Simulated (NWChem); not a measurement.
BGeH$_{3}$ClF; SMILES [B](Cl)([GeH3])F

Program: NWChem. Each level has its own optimisation; frequencies are unscaled.

For level PBE0/def2-SVP:

| Quantity | Value |
|---|---|
| r B–Cl (Å) | 1.757 |
| dipole (D) | 0.47 |

### Question
How do the values read with level Hartree-Fock/3-21G instead?

### Answer
| Item | Result |
|---|---|
| r B–Cl (Å) | 1.809 |
| dipole (D) | 2.14 |
